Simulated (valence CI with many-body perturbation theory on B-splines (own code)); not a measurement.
## Yb⁴⁶⁺: E2, M1 decay

Computed by valence CI with perturbative core correlation (CI+MBPT): six valence electrons over a frozen Dirac-Fock core [Ar], radial functions for each j: 7 s, 7 p, 8 d, 6 f, 4 g, 1 h, with the one-electron correlation potential Σ1, the two-electron term Σ2, the three-electron term Σ3, Breit, model QED; selected CI, second order for the rest, scaled by the run's own slope (own B-spline code, finite nucleus).

No measured spectrum was set against this ion. As an estimate, large intervals hold to a few tenths of a per cent, small ones and those within an open d or f shell to about a per cent. Core correlation moves these levels by up to 13000 cm⁻¹, and in measured spectra 5 to 20 % of such shifts remained as error; rates that hang on mixing are uncertain with them. Among the levels kept, up to 1000 cm⁻¹ of a level comes from second order outside the variational space, and about a tenth of that is noise between levels of different J, which matters for small intervals. Only levels of the ground parity were solved; by the run's estimate the other parity begins above the list, which can be wrong where configurations are misplaced.

Lines 1 to 50 of 112 in falling wavelength, among levels below 231.14 eV, chosen from the decays that carry over 1 % of a level's rate. Wavelengths and rates use the calculated energies. Electric multipoles are in the length gauge with retardation, E1 and E2 with the static RPA response of the core. M1 uses the relativistic operator with retardation. S is in atomic units (e²a₀⁴ for E2 and M2, e²a₀⁶ for E3), for M1 in squared Bohr magnetons. Weak lines are less certain than strong ones. Lines between different terms over intervals too small for the method are left out, as are lines whose strength nearly cancels. The highest levels of a list are the least certain.

Levels are named by their leading jj configuration (3d3/2^4 stands for four electrons in 3d with j = 3/2), which in mixed levels can hold well under half, so a name can repeat and another be missing. Letters in brackets count levels of one name in rising energy.

```
λ vac (nm)                      Upper                      Lower  Type   A (s⁻¹)  S (a.u.)
     176.5      (3d3/2^4 3d5/2^2) J=2      (3d3/2^4 3d5/2^2) J=4    E2  1.55e-02  1.18e-03
     100.1  (3d3/2^3 3d5/2^3) J=4 [b]  (3d3/2^3 3d5/2^3) J=3 [b]    M1  2.55e+03  8.54e-01
     97.72  (3d3/2^3 3d5/2^3) J=2 [b]  (3d3/2^3 3d5/2^3) J=3 [b]    M1  6.77e+03  1.17e+00
     78.49      (3d3/2^4 3d5/2^2) J=0      (3d3/2^4 3d5/2^2) J=2    E2  3.06e+00  8.15e-04
     75.22  (3d3/2^3 3d5/2^3) J=3 [c]  (3d3/2^3 3d5/2^3) J=2 [a]    M1  6.12e+03  6.76e-01
     74.95  (3d3/2^3 3d5/2^3) J=3 [b]  (3d3/2^3 3d5/2^3) J=3 [a]    M1  1.23e+04  1.34e+00
     62.64  (3d3/2^3 3d5/2^3) J=4 [b]      (3d3/2^3 3d5/2^3) J=5    M1  6.32e+03  5.18e-01
     58.63      (3d3/2^3 3d5/2^3) J=0  (3d3/2^3 3d5/2^3) J=1 [a]    M1  5.37e+04  4.01e-01
     50.02  (3d3/2^3 3d5/2^3) J=2 [b]  (3d3/2^3 3d5/2^3) J=1 [a]    M1  5.11e+03  1.18e-01
     49.23  (3d3/2^3 3d5/2^3) J=1 [b]  (3d3/2^3 3d5/2^3) J=1 [a]    M1  2.84e+04  3.76e-01
     48.06  (3d3/2^2 3d5/2^4) J=0 [a]  (3d3/2^3 3d5/2^3) J=1 [b]    M1  4.50e+04  1.85e-01
     45.72  (3d3/2^3 3d5/2^3) J=4 [b]  (3d3/2^3 3d5/2^3) J=4 [a]    M1  1.62e+04  5.17e-01
     43.61  (3d3/2^3 3d5/2^3) J=1 [a]      (3d3/2^4 3d5/2^2) J=0    M1  1.41e+05  1.30e+00
     42.42  (3d3/2^3 3d5/2^3) J=2 [b]  (3d3/2^3 3d5/2^3) J=3 [a]    M1  5.28e+04  7.47e-01
     41.12  (3d3/2^2 3d5/2^4) J=4 [c]  (3d3/2^2 3d5/2^4) J=4 [a]    M1  1.76e+04  4.08e-01
     38.41  (3d3/2^2 3d5/2^4) J=3 [a]  (3d3/2^3 3d5/2^3) J=2 [b]    M1  5.29e+04  7.78e-01
     37.41      (3d3/2^2 3d5/2^4) J=5  (3d3/2^3 3d5/2^3) J=4 [b]    M1  1.36e+05  2.91e+00
     34.54  (3d3/2^2 3d5/2^4) J=2 [a]  (3d3/2^3 3d5/2^3) J=3 [b]    M1  3.75e+04  2.86e-01
     31.89  (3d3/2^2 3d5/2^4) J=3 [b]  (3d3/2^3 3d5/2^3) J=2 [b]    M1  5.39e+04  4.53e-01
     31.65  (3d3/2^2 3d5/2^4) J=3 [b]  (3d3/2^3 3d5/2^3) J=4 [b]    M1  2.86e+05  2.35e+00
     31.16  (3d3/2^3 3d5/2^3) J=3 [a]      (3d3/2^4 3d5/2^2) J=2    M1  3.23e+05  2.54e+00
     30.25  (3d3/2^2 3d5/2^4) J=4 [b]  (3d3/2^3 3d5/2^3) J=3 [c]    M1  5.67e+04  5.24e-01
     29.98      (3d3/2^2 3d5/2^4) J=1  (3d3/2^3 3d5/2^3) J=1 [b]    M1  3.13e+05  9.39e-01
     29.81        (3d3/2 3d5/2^5) J=3  (3d3/2^2 3d5/2^4) J=4 [c]    M1  3.10e+05  2.13e+00
     29.72  (3d3/2^2 3d5/2^4) J=4 [a]  (3d3/2^3 3d5/2^3) J=3 [b]    M1  7.72e+04  6.76e-01
     29.69      (3d3/2^2 3d5/2^4) J=1  (3d3/2^3 3d5/2^3) J=2 [b]    M1  2.59e+05  7.55e-01
     28.33        (3d3/2 3d5/2^5) J=2  (3d3/2^2 3d5/2^4) J=2 [c]    M1  1.56e+05  6.58e-01
     28.31  (3d3/2^2 3d5/2^4) J=4 [b]  (3d3/2^3 3d5/2^3) J=4 [b]    M1  1.39e+04  1.05e-01
     28.29  (3d3/2^2 3d5/2^4) J=2 [d]  (3d3/2^2 3d5/2^4) J=3 [a]    M1  1.89e+04  7.94e-02
     28.08  (3d3/2^2 3d5/2^4) J=2 [b]  (3d3/2^3 3d5/2^3) J=1 [b]    M1  2.97e+04  1.22e-01
     28.03  (3d3/2^3 3d5/2^3) J=1 [a]      (3d3/2^4 3d5/2^2) J=2    M1  1.40e+06  3.44e+00
     27.83  (3d3/2^2 3d5/2^4) J=2 [b]  (3d3/2^3 3d5/2^3) J=2 [b]    M1  7.04e+04  2.81e-01
     27.57  (3d3/2^2 3d5/2^4) J=3 [a]  (3d3/2^3 3d5/2^3) J=3 [b]    M1  9.67e+04  5.26e-01
     27.31      (3d3/2^2 3d5/2^4) J=1      (3d3/2^3 3d5/2^3) J=0    M1  3.94e+05  8.93e-01
     27.15        (3d3/2 3d5/2^5) J=3  (3d3/2^2 3d5/2^4) J=2 [c]    M1  5.22e+05  2.71e+00
     26.81  (3d3/2^2 3d5/2^4) J=3 [a]  (3d3/2^3 3d5/2^3) J=2 [a]    M1  3.31e+05  1.65e+00
     26.49  (3d3/2^3 3d5/2^3) J=3 [a]      (3d3/2^4 3d5/2^2) J=4    M1  1.11e+06  5.34e+00
     25.83  (3d3/2^2 3d5/2^4) J=2 [a]  (3d3/2^3 3d5/2^3) J=1 [a]    M1  7.08e+05  2.26e+00
     25.50  (3d3/2^3 3d5/2^3) J=4 [a]      (3d3/2^4 3d5/2^2) J=4    M1  1.32e+06  7.31e+00
     25.24  (3d3/2^2 3d5/2^4) J=4 [a]      (3d3/2^3 3d5/2^3) J=5    M1  4.09e+05  2.19e+00
     24.85  (3d3/2^2 3d5/2^4) J=0 [b]      (3d3/2^2 3d5/2^4) J=1    M1  1.66e+05  9.44e-02
     24.32  (3d3/2^2 3d5/2^4) J=0 [a]  (3d3/2^3 3d5/2^3) J=1 [a]    M1  3.55e+06  1.89e+00
     24.04  (3d3/2^2 3d5/2^4) J=3 [b]  (3d3/2^3 3d5/2^3) J=3 [b]    M1  6.94e+05  2.50e+00
     23.64  (3d3/2^2 3d5/2^4) J=2 [a]  (3d3/2^3 3d5/2^3) J=3 [a]    M1  2.45e+06  6.01e+00
     23.57  (3d3/2^2 3d5/2^4) J=2 [c]  (3d3/2^3 3d5/2^3) J=3 [c]    M1  7.12e+05  1.73e+00
     23.46  (3d3/2^2 3d5/2^4) J=3 [b]  (3d3/2^3 3d5/2^3) J=2 [a]    M1  4.21e+05  1.41e+00
     23.42      (3d3/2^2 3d5/2^4) J=5      (3d3/2^3 3d5/2^3) J=5    M1  4.16e+05  2.18e+00
     23.42      (3d3/2^2 3d5/2^4) J=5      (3d3/2^3 3d5/2^3) J=6    M1  8.42e+05  4.41e+00
     23.12  (3d3/2^3 3d5/2^3) J=1 [b]      (3d3/2^4 3d5/2^2) J=0    M1  5.72e+05  7.86e-01
     22.82        (3d3/2 3d5/2^5) J=2  (3d3/2^2 3d5/2^4) J=2 [b]    M1  6.04e+05  1.33e+00
```
